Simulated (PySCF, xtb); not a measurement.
Hf(NH2)2(SH)2 (H6HfN2S2), SMILES [NH2][Hf]([NH2])([SH])[SH], multiplicity 1. The values are those of a single conformer.

Harmonic wavenumbers (cm⁻¹) from GFN2-xTB run with xtb at its own minimum, in rising order: 21, 73, 74, 112, 122, 154, 160, 232, 243, 267, 272, 288, 333, 426, 444, 455, 466, 470, 497, 1519, 1524, 2420, 2423, 3333, 3335, 3358, 3360.

What does PBE-D3(BJ)/def2-SVP run with PySCF give at its own minimum? (Estimate from the structure and the level; the computed values follow.)

66, 75, 79, 119, 140, 142, 146, 226, 312, 335, 335, 429, 439, 442, 459, 465, 486, 618, 626, 1446, 1446, 2615, 2615, 3447, 3450, 3539, 3539. Paired by order, the mean absolute difference is 75 cm⁻¹ and the zero-point energies are 37.7 and 40.1 kcal/mol.
